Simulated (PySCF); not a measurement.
Bi(Br)(Me)2 (C2H6BiBr), SMILES [CH3][Bi]([CH3])[Br]. The structure is a stationary point at PBE-D3(BJ)/def2-SVP. The def2 effective core potentials stand for the cores of Bi; spin–orbit coupling is left out.

Question: Give the equilibrium geometry at PBE-D3(BJ)/def2-SVP (PySCF confirms it by a frequency run) as bond lengths and angles, and its point group. (An estimate is asked for; the answer gives what the named calculation found.)

Answer: point group Cs.
Atoms: Bi1 Br2 C3 H4 H5 H6 C7 H8 H9 H10. Bond lengths (Å): Bi1–Br2 2.662, Bi1–C3 2.294, Bi1–C7 2.294, C3–H4 1.106, C3–H5 1.108, C3–H6 1.106, C7–H8 1.106, C7–H9 1.106, C7–H10 1.108. Bond angles (°): Br2–Bi1–C3 94.3, Br2–Bi1–C7 94.3, C3–Bi1–C7 91.9, Bi1–C3–H4 109.4, Bi1–C3–H5 108.8, Bi1–C3–H6 108.0, H4–C3–H5 110.1, H4–C3–H6 110.1, H5–C3–H6 110.3, Bi1–C7–H8 109.4, Bi1–C7–H9 108.0, Bi1–C7–H10 108.8, H8–C7–H9 110.1, H8–C7–H10 110.1, H9–C7–H10 110.3.
